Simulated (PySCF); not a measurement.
CH4Cl2Ge, SMILES [GeH]([Cl])([CH3])[Cl].

Coordinates come from a PBE0-D3(BJ)/def2-SVP optimisation.

Calculation: PBE0/def2-TZVP (PySCF).

The molecule is in vacuum.

total energy: -3037.44472 hartree
point group: Cs
highest occupied level: -8.74 eV
lowest empty level: -0.39 eV
orbital gap: 8.35 eV
dipole moment: 2.75 D
quadrupole, principal values (traceless, Buckingham form, about the centre of nuclear charge): -5.03, 1.85, 3.18 D·Å
mean static polarisability: 64.4 bohr³ (9.55 Å³)
polarisability, principal values: 55.3, 66.2, 71.8 bohr³
